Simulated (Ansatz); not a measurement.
Total energies of In₇Sb₈H₂₄⁺, a nanocrystal cut from zinc blende InSb (hydrogen-capped) from Ansatz at PBE0-D4/def2-SVP, gas phase (1 Eh = 27.2114 eV = 2625.5 kJ/mol). The reference geometry is relaxed at PBE-D4/def2-SVP.

Cartesian coordinates in Å:
```
In 0.181 5.187 0.483
In 3.796 1.609 -1.071
In -1.056 2.015 -3.602
In -0.401 0.233 0.806
In -1.934 -2.690 -2.679
In 2.925 -3.096 -0.140
In -1.597 -4.367 2.359
Sb -1.123 4.485 -1.964
Sb 2.820 4.155 0.093
Sb -0.770 2.857 1.932
Sb 2.344 -0.328 0.543
Sb -1.805 0.018 -1.624
Sb -1.578 -1.495 2.785
Sb -2.736 -4.203 -0.259
Sb 1.204 -4.533 1.798
H -0.094 6.713 1.251
H 5.441 1.574 -0.540
H 3.003 1.606 -2.608
H 0.645 1.804 -3.841
H -2.421 2.230 -4.642
H -0.285 -3.186 -2.856
H -3.352 -2.789 -3.664
H 4.514 -3.442 0.450
H 2.080 -3.382 -1.622
H -2.330 -5.308 3.613
H -0.712 5.821 -2.963
H -2.737 4.999 -1.679
H 3.578 5.463 -0.726
H 3.565 4.474 1.607
H -0.170 2.810 3.540
H -2.427 2.999 2.361
H 2.856 -0.104 2.169
H -3.391 0.415 -1.092
H -3.148 -0.886 3.123
H -0.889 -1.076 4.301
H -4.404 -3.981 0.085
H -2.886 -5.865 -0.670
H 1.892 -4.510 3.372
H 1.405 -6.224 1.569
```

```
           state                    geometry  energy (Eh)
charge 1 singlet                   reference  -3267.37370
charge 2 doublet                   reference  -3266.99628
charge 0 doublet                   reference  -3267.51763
charge 0 doublet  relaxed at PBE-D4/def2-SVP  -3267.54327
```

In the def2 sets In, Sb take a core potential; there is no spin–orbit coupling. Single mean-field runs in def2-SVP are fitted with def2-universal-jkfit.

Problem. Work out the vertical ionisation energy to the doublet.

Solution. E(charge 2 doublet) − E(charge 1 singlet) = -3266.99628 − (-3267.37370) = 0.37742 Eh = 10.27 eV. For comparison, −ε of the highest occupied level is 9.26 eV at this level, 1.01 eV less.

Problem. Work out the vertical electron affinity, to the doublet.

Solution. E(charge 1 singlet) − E(charge 0 doublet) = -3267.37370 − (-3267.51763) = 0.14393 Eh = 3.92 eV.

Problem. Give the fundamental gap IE − EA, the Mulliken electronegativity (IE + EA)/2 and the hardness (IE − EA)/2.

Solution. From the values in Eh: IE − EA = 0.37742 − 0.14393 = 0.23349 Eh = 6.35 eV; (IE + EA)/2 = 7.09 eV; (IE − EA)/2 = 3.18 eV. The HOMO–LUMO gap of the same run is 4.47 eV, 1.88 eV smaller than the fundamental gap.

Problem. How much does the charge 0 doublet relax, and what is the adiabatic electron affinity?

Solution. Relaxation: -3267.51763 − (-3267.54327) = 0.02564 Eh = 0.70 eV. Adiabatic electron affinity: 0.16957 Eh = 4.61 eV, without zero-point energy.
